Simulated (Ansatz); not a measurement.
Program: Ansatz. Geometries: PBE0-D4/def2-TZVP. ΔE: electronic, gas phase. CCSD(T)/CBS adds triple-zeta CCSD(T) − MP2 to the extrapolated MP2 energy (def2 sets, frozen cores). This one scheme is used for every species. Functionals use def2-TZVPP. B3LYP here is the variant with VWN-RPA as its local correlation; programs differ in this. One conformer a species, not always the lowest.

Reaction (cleavage of the B–Si bond): `CB[SiH]([SiH3])Cl` + HCl → `CBCl` + `[SiH3][SiH2]Cl`

| species | B3LYP energy (Eh) |
| --- | --- |
| `CB[SiH]([SiH3])Cl` | -1107.10597 |
| HCl | -460.83627 |
| `CBCl` | -525.66304 |
| `[SiH3][SiH2]Cl` | -1042.32392 |

**Question.** Work out ΔE.

**Answer.** ΔE = (-525.66304) + (-1042.32392) − (-1107.10597) − (-460.83627) = -0.04472 Eh = -117.4 kJ/mol. CCSD(T)/CBS gives -110.3 kJ/mol.

Largest T1 diagnostic among the species: 0.012.

The D4 term adds +8.0 kJ/mol with B3LYP and +5.0 kJ/mol with PBE0; it sums over pairs of atoms, weighted by their polarisabilities, and B3LYP, whose exchange is more repulsive, gets the larger term. In def2-TZVPP, CCSD(T) changes the Hartree–Fock value by +17.0 kJ/mol (the triples alone add +1.1 kJ/mol) and MP2 by +10.3 kJ/mol.
